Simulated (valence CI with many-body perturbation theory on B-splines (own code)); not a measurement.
Level structure of Cl¹²⁺

Calculated by valence CI with perturbative core correlation (CI+MBPT): three valence electrons over a frozen Dirac-Fock core [He], radial functions for each j: 11 s, 11 p, 10 d, 8 f, 5 g, 2 h, with the one-electron correlation potential Σ1 (screened to all orders), the two-electron term Σ2, the three-electron term Σ3, Breit, model QED; selected single and double excitations, second order for the rest, scaled by the run's own slope (own B-spline code, finite nucleus).

No measured spectrum was set against this ion. As an estimate, levels of excited configurations hold to 0.05 to 0.15 % of their energy, terms of the ground configuration to about 0.5 %.

Levels 46 to 90 of 188, with energies above the lowest level, 2s2.2p 2P°_1/2. "Leading %" is the weight of the configuration and term that name the level; weights of strongly mixed levels are sums over their largest components and can fall short, so below about 35 % the name and the second component can differ from the true leading terms, or belong to a minority configuration. In the jj column 3d3/2^4 stands for four electrons in 3d with j = 3/2.

| No. | Configuration | Term | J | E (× 10³ cm⁻¹) | Leading % | Leading jj | g | Second component |
| --- | --- | --- | --- | --- | --- | --- | --- | --- |
| 46 | 2s.2p.3s | 2P° | 1/2 | 3401.3 | 92 | 2s 2p3/2 3s (63 %) | 0.654 |  |
| 47 | 2s.2p.3s | 2P° | 3/2 | 3401.4 | 82 | 2s 2p3/2 3s (59 %) | 1.280 | 9 % 2s.2p.3d 2D° |
| 48 | 2s.2p.3d | 2D° | 3/2 | 3404.7 | 77 | 2s 2p3/2 3d5/2 (35 %) | 0.886 | 11 % 2s.2p.3s 2P° |
| 49 | 2s.2p.3d | 2D° | 5/2 | 3406.6 | 64 | 2s 2p3/2 3d3/2 (69 %) | 1.247 | 31 % 2s.2p.3d 4D° |
| 50 | 2s.2p.3d | 4D° | 7/2 | 3406.7 | 95 | 2s 2p3/2 3d5/2 (68 %) | 1.421 |  |
| 51 | 2s.2p.3d | 4P° | 5/2 | 3415.2 | 71 | 2s 2p3/2 3d5/2 (73 %) | 1.515 | 16 % 2s.2p.3d 4D° |
| 52 | 2s.2p.3d | 4P° | 3/2 | 3417.0 | 87 | 2s 2p3/2 3d3/2 (65 %) | 1.669 | 10 % 2s.2p.3d 4D° |
| 53 | 2s.2p.3d | 4P° | 1/2 | 3418.5 | 96 | 2s 2p3/2 3d3/2 (91 %) | 2.594 |  |
| 54 | 2s.2p.3d | 2F° | 5/2 | 3450.7 | 98 | 2s 2p1/2 3d5/2 (50 %) | 0.862 |  |
| 55 | 2s.2p.3d | 2F° | 7/2 | 3461.4 | 99 | 2s 2p3/2 3d3/2 (53 %) | 1.143 |  |
| 56 | 2s.2p.3d | 2P° | 3/2 | 3465.6 | 95 | 2s 2p3/2 3d5/2 (46 %) | 1.328 |  |
| 57 | 2s.2p.3d | 2P° | 1/2 | 3471.9 | 97 | 2s 2p3/2 3d5/2 (83 %) | 0.666 |  |
| 58 | 2s.2p.3p | 2P | 1/2 | 3503.0 | 87 | 2s 2p3/2 3p1/2 (47 %) | 0.678 | 10 % 2p2.3s 2P |
| 59 | 2s.2p.3p | 2D | 3/2 | 3503.5 | 70 | 2s 2p3/2 3p1/2 (68 %) | 0.940 | 23 % 2s.2p.3p 2P |
| 60 | 2s.2p.3p | 2D | 5/2 | 3505.8 | 94 | 2s 2p3/2 3p3/2 (61 %) | 1.200 | 4 % 2p2.3s 2D |
| 61 | 2s.2p.3p | 2P | 3/2 | 3507.5 | 65 | 2s 2p3/2 3p3/2 (67 %) | 1.193 | 23 % 2s.2p.3p 2D |
| 62 | 2s.2p.3p | 2S | 1/2 | 3529.4 | 92 | 2s 2p3/2 3p3/2 (55 %) | 1.994 |  |
| 63 | 2p2.3s | 4P | 1/2 | 3562.0 | 98 | 2p1/2^2 3s (50 %) | 2.656 |  |
| 64 | 2p2.3s | 4P | 3/2 | 3568.5 | 98 | 2p1/2 2p3/2 3s (91 %) | 1.730 |  |
| 65 | 2p2.3s | 4P | 5/2 | 3577.5 | 97 | 2p3/2^2 3s (55 %) | 1.594 |  |
| 66 | 2s.2p.3d | 2F° | 7/2 | 3590.4 | 93 | 2s 2p3/2 3d5/2 (62 %) | 1.143 | 6 % 2p2.3p 2F° |
| 67 | 2s.2p.3d | 2F° | 5/2 | 3590.9 | 93 | 2s 2p3/2 3d3/2 (66 %) | 0.857 | 6 % 2p2.3p 2F° |
| 68 | 2s.2p.3d | 2D° | 3/2 | 3602.6 | 98 | 2s 2p3/2 3d3/2 (61 %) | 0.800 |  |
| 69 | 2s.2p.3d | 2D° | 5/2 | 3604.5 | 98 | 2s 2p3/2 3d5/2 (66 %) | 1.199 |  |
| 70 | 2p2.3s | 2P | 1/2 | 3614.6 | 84 | 2p1/2 2p3/2 3s (61 %) | 0.677 | 15 % 2s.2p.3p 2P |
| 71 | 2s.2p.3d | 2P° | 1/2 | 3619.7 | 96 | 2s 2p3/2 3d3/2 (68 %) | 0.668 |  |
| 72 | 2s.2p.3d | 2P° | 3/2 | 3621.2 | 96 | 2s 2p3/2 3d5/2 (62 %) | 1.334 |  |
| 73 | 2p2.3s | 2P | 3/2 | 3624.0 | 77 | 2p1/2 2p3/2 3s (60 %) | 1.284 | 13 % 2s.2p.3p 2P |
| 74 | 2p2.3p | 2S° | 1/2 | 3638.8 | 89 | 2p1/2 2p3/2 3p1/2 (26 %) | 1.938 | 5 % 2p2.3p 4P° |
| 75 | 2p2.3p | 4D° | 1/2 | 3647.5 | 93 | 2p1/2^2 3p1/2 (35 %) | 0.089 | 4 % 2p2.3p 2S° |
| 76 | 2p2.3s | 2D | 5/2 | 3649.5 | 92 | 2p1/2 2p3/2 3s (51 %) | 1.205 | 4 % 2s.2p.3p 2D |
| 77 | 2p2.3s | 2D | 3/2 | 3650.7 | 85 | 2p3/2^2 3s (58 %) | 0.849 | 8 % 2p2.3s 2P |
| 78 | 2p2.3p | 4D° | 3/2 | 3651.1 | 94 | 2p1/2 2p3/2 3p1/2 (56 %) | 1.217 |  |
| 79 | 2p2.3p | 4D° | 5/2 | 3657.7 | 95 | 2p1/2 2p3/2 3p3/2 (71 %) | 1.377 |  |
| 80 | 2p2.3p | 4D° | 7/2 | 3666.1 | 97 | 2p3/2^2 3p3/2 (55 %) | 1.424 |  |
| 81 | 2p2.3p | 4P° | 1/2 | 3666.6 | 93 | 2p1/2 2p3/2 3p3/2 (44 %) | 2.611 | 4 % 2p2.3p 2S° |
| 82 | 2p2.3p | 4P° | 3/2 | 3667.2 | 83 | 2p1/2 2p3/2 3p1/2 (33 %) | 1.618 | 10 % 2p2.3p 2D° |
| 83 | 2p2.3p | 4P° | 5/2 | 3672.0 | 77 | 2p1/2 2p3/2 3p3/2 (42 %) | 1.514 | 19 % 2p2.3p 2D° |
| 84 | 2p2.3p | 2D° | 3/2 | 3677.7 | 88 | 2p1/2 2p3/2 3p3/2 (75 %) | 0.898 | 10 % 2p2.3p 4P° |
| 85 | 2p2.3p | 2D° | 5/2 | 3690.2 | 78 | 2p3/2^2 3p3/2 (73 %) | 1.268 | 18 % 2p2.3p 4P° |
| 86 | 2p2.3p | 2P° | 3/2 | 3705.3 | 83 | 2p1/2 2p3/2 3p3/2 (65 %) | 1.422 | 14 % 2p2.3p 4S° |
| 87 | 2p2.3p | 4S° | 3/2 | 3707.9 | 84 | 2p3/2^2 3p1/2 (37 %) | 1.898 | 12 % 2p2.3p 2P° |
| 88 | 2p2.3p | 2P° | 1/2 | 3708.1 | 94 | 2p3/2^2 3p3/2 (55 %) | 0.689 |  |
| 89 | 2p2.3d | 4F | 3/2 | 3727.5 | 96 | 2p1/2^2 3d3/2 (45 %) | 0.422 |  |
| 90 | 2p2.3d | 4F | 5/2 | 3730.9 | 95 | 2p1/2 2p3/2 3d3/2 (55 %) | 1.043 | 4 % 2p2.3d 4D |

Names give the largest LS component (configuration and term), which can be under half, so a name can repeat, a term be missing and a line seem to break the LS rules; names also repeat where a configuration has a term twice.

Where two levels of one J and parity lie close, their mixing, g and order are uncertain.
